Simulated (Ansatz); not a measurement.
Ansatz (a program for electronic structure) input (B3LYP-D3(BJ)/def2-TZVP):

Ansatz 0.2 input:
```yaml
crystal:
  periodic: [false, false, false]
  atoms:
    - {symbol: Zn, position_ang: [0.00000000, 0.00000000, 0.00000000]}
    - {symbol: Br, position_ang: [-0.00000000, -0.00000000, -2.27035735]}
    - {symbol: Br, position_ang: [0.00000000, 0.00000000, 2.27035735]}
basis:
  gaussian:
    orbitals: def2-TZVP
hamiltonian:
  xc: b3lyp
  dispersion: d3bj
total_charge: 1
magnetization: {spin_polarized: true, initial_magnetization: 1}
phonons: {temperatures: {t_min: 298.15, t_max: 298.15, t_step: 100}}
```

Output:

```
Functional definition: B3LYP
integrals: 0.10 GiB planned
1124 factors; integrals over basis functions are off by at most 2.1e-4 eV
mean field: 1.56 GiB planned
mean field evaluation 1: about -188504.8257 eV, gradient 3.2e1 eV
mean field evaluation 2: about -188498.6894 eV, gradient 6.7e1 eV
mean field evaluation 4: about -188508.0660 eV, gradient 2.2e0 eV
mean field evaluation 8: about -188508.1481 eV, gradient 1.7e-1 eV
mean field evaluation 16: about -188508.1482 eV, gradient 2.0e-5 eV
mean field evaluation 32: about -188507.6928 eV, gradient 4.6e0 eV
mean field -188508.14819230 eV, -6927.5466706550 hartree, gradient 3.5e-6 eV, S^2 0.755521; 7 other end points of the search recorded, 0 dependent functions left out
the calculation of the forces begins
reference -188508.14841774 eV, -6927.5466789399 hartree; 50, 49 occupied and 94, 95 virtual orbitals, 1124 factors
these checks for a lower state are left out or cut short: stability, starts, cluster_reference, orbital_swaps, neighbouring_geometries, increment
integrals: 0.10 GiB planned
1124 factors; integrals over basis functions are off by at most 2.1e-4 eV
mean field: 1.55 GiB planned
mean field evaluation 64: about -188508.1482 eV, gradient 2.1e-5 eV
mean field -188508.14819011 eV, -6927.5466705743 hartree, gradient 1.7e-6 eV, S^2 0.755521; 0 other end points of the search recorded, 0 dependent functions left out
the calculation of the forces begins
reference -188508.14841555 eV, -6927.5466788592 hartree; 50, 49 occupied and 94, 95 virtual orbitals, 1124 factors
these checks for a lower state are left out or cut short: stability, starts, cluster_reference, orbital_swaps, neighbouring_geometries, increment
integrals: 0.10 GiB planned
1124 factors; integrals over basis functions are off by at most 2.1e-4 eV
mean field: 1.56 GiB planned
mean field -188508.14819011 eV, -6927.5466705743 hartree, gradient 1.7e-6 eV, S^2 0.755521; 0 other end points of the search recorded, 0 dependent functions left out
the calculation of the forces begins
reference -188508.14841555 eV, -6927.5466788592 hartree; 50, 49 occupied and 94, 95 virtual orbitals, 1124 factors
these checks for a lower state are left out or cut short: stability, starts, cluster_reference, orbital_swaps, neighbouring_geometries, increment
integrals: 0.10 GiB planned
1124 factors; integrals over basis functions are off by at most 2.1e-4 eV
mean field: 1.55 GiB planned
mean field -188508.14819045 eV, -6927.5466705871 hartree, gradient 1.7e-6 eV, S^2 0.755521; 0 other end points of the search recorded, 0 dependent functions left out
the calculation of the forces begins
reference -188508.14841590 eV, -6927.5466788719 hartree; 50, 49 occupied and 94, 95 virtual orbitals, 1124 factors
these checks for a lower state are left out or cut short: stability, starts, cluster_reference, orbital_swaps, neighbouring_geometries, increment
integrals: 0.10 GiB planned
1124 factors; integrals over basis functions are off by at most 2.1e-4 eV
mean field: 1.55 GiB planned
mean field -188508.14819045 eV, -6927.5466705871 hartree, gradient 1.7e-6 eV, S^2 0.755521; 0 other end points of the search recorded, 0 dependent functions left out
the calculation of the forces begins
reference -188508.14841590 eV, -6927.5466788719 hartree; 50, 49 occupied and 94, 95 virtual orbitals, 1124 factors
these checks for a lower state are left out or cut short: stability, starts, cluster_reference, orbital_swaps, neighbouring_geometries, increment
integrals: 0.10 GiB planned
1124 factors; integrals over basis functions are off by at most 2.2e-4 eV
mean field: 1.56 GiB planned
mean field evaluation 96: about -188508.1481 eV, gradient 3.7e-6 eV
mean field -188508.14813532 eV, -6927.5466685608 hartree, gradient 3.7e-6 eV, S^2 0.755521; 0 other end points of the search recorded, 0 dependent functions left out
the calculation of the forces begins
reference -188508.14836076 eV, -6927.5466768456 hartree; 50, 49 occupied and 94, 95 virtual orbitals, 1124 factors
these checks for a lower state are left out or cut short: stability, starts, cluster_reference, orbital_swaps, neighbouring_geometries, increment
integrals: 0.10 GiB planned
1124 factors; integrals over basis functions are off by at most 2.2e-4 eV
mean field: 1.56 GiB planned
mean field -188508.14813531 eV, -6927.5466685608 hartree, gradient 3.7e-6 eV, S^2 0.755521; 0 other end points of the search recorded, 0 dependent functions left out
the calculation of the forces begins
reference -188508.14836076 eV, -6927.5466768456 hartree; 50, 49 occupied and 94, 95 virtual orbitals, 1124 factors
these checks for a lower state are left out or cut short: stability, starts, cluster_reference, orbital_swaps, neighbouring_geometries, increment
integrals: 0.10 GiB planned
1124 factors; integrals over basis functions are off by at most 2.1e-4 eV
mean field: 1.56 GiB planned
mean field -188508.14819177 eV, -6927.5466706355 hartree, gradient 2.0e-6 eV, S^2 0.755521; 0 other end points of the search recorded, 0 dependent functions left out
the calculation of the forces begins
reference -188508.14841721 eV, -6927.5466789203 hartree; 50, 49 occupied and 94, 95 virtual orbitals, 1124 factors
these checks for a lower state are left out or cut short: stability, starts, cluster_reference, orbital_swaps, neighbouring_geometries, increment
integrals: 0.10 GiB planned
1124 factors; integrals over basis functions are off by at most 2.1e-4 eV
mean field: 1.55 GiB planned
mean field -188508.14819177 eV, -6927.5466706355 hartree, gradient 2.0e-6 eV, S^2 0.755521; 0 other end points of the search recorded, 0 dependent functions left out
the calculation of the forces begins
reference -188508.14841721 eV, -6927.5466789203 hartree; 50, 49 occupied and 94, 95 virtual orbitals, 1124 factors
these checks for a lower state are left out or cut short: stability, starts, cluster_reference, orbital_swaps, neighbouring_geometries, increment
integrals: 0.10 GiB planned
1124 factors; integrals over basis functions are off by at most 2.1e-4 eV
mean field: 1.55 GiB planned
mean field -188508.14819186 eV, -6927.5466706387 hartree, gradient 1.1e-6 eV, S^2 0.755521; 0 other end points of the search recorded, 0 dependent functions left out
the calculation of the forces begins
reference -188508.14841730 eV, -6927.5466789235 hartree; 50, 49 occupied and 94, 95 virtual orbitals, 1124 factors
these checks for a lower state are left out or cut short: stability, starts, cluster_reference, orbital_swaps, neighbouring_geometries, increment
integrals: 0.10 GiB planned
1124 factors; integrals over basis functions are off by at most 2.1e-4 eV
mean field: 1.55 GiB planned
mean field evaluation 128: about -188508.1482 eV, gradient 3.7e-5 eV
mean field -188508.14819186 eV, -6927.5466706387 hartree, gradient 1.1e-6 eV, S^2 0.755521; 0 other end points of the search recorded, 0 dependent functions left out
the calculation of the forces begins
reference -188508.14841730 eV, -6927.5466789235 hartree; 50, 49 occupied and 94, 95 virtual orbitals, 1124 factors
these checks for a lower state are left out or cut short: stability, starts, cluster_reference, orbital_swaps, neighbouring_geometries, increment
integrals: 0.10 GiB planned
1124 factors; integrals over basis functions are off by at most 2.2e-4 eV
mean field: 1.56 GiB planned
mean field -188508.14809572 eV, -6927.5466671056 hartree, gradient 2.4e-6 eV, S^2 0.755521; 0 other end points of the search recorded, 0 dependent functions left out
the calculation of the forces begins
reference -188508.14832112 eV, -6927.5466753891 hartree; 50, 49 occupied and 94, 95 virtual orbitals, 1124 factors
these checks for a lower state are left out or cut short: stability, starts, cluster_reference, orbital_swaps, neighbouring_geometries, increment
integrals: 0.10 GiB planned
1124 factors; integrals over basis functions are off by at most 2.1e-4 eV
mean field: 1.56 GiB planned
mean field -188508.14822562 eV, -6927.5466718794 hartree, gradient 2.4e-6 eV, S^2 0.755520; 0 other end points of the search recorded, 0 dependent functions left out
the calculation of the forces begins
reference -188508.14845110 eV, -6927.5466801657 hartree; 50, 49 occupied and 94, 95 virtual orbitals, 1124 factors
Total energy: -188508.30080767 eV, -6927.5522791664 hartree
Atom 0 at     0.000000     0.000000     0.000000 Å, force     0.000000     0.000000    -0.000000 eV/Å
Atom 1 at    -0.000000    -0.000000    -2.270357 Å, force    -0.000000    -0.000000     0.002280 eV/Å
Atom 2 at     0.000000     0.000000     2.270357 Å, force    -0.000000    -0.000000    -0.002280 eV/Å
Dipole moment:    -0.000000     0.000000    -0.000000 e Å
Vibrations: 59.00 64.28 194.24 327.04 cm⁻¹, zero-point energy 0.039958 eV
```

The spin state was set by rule; other spins were not relaxed.
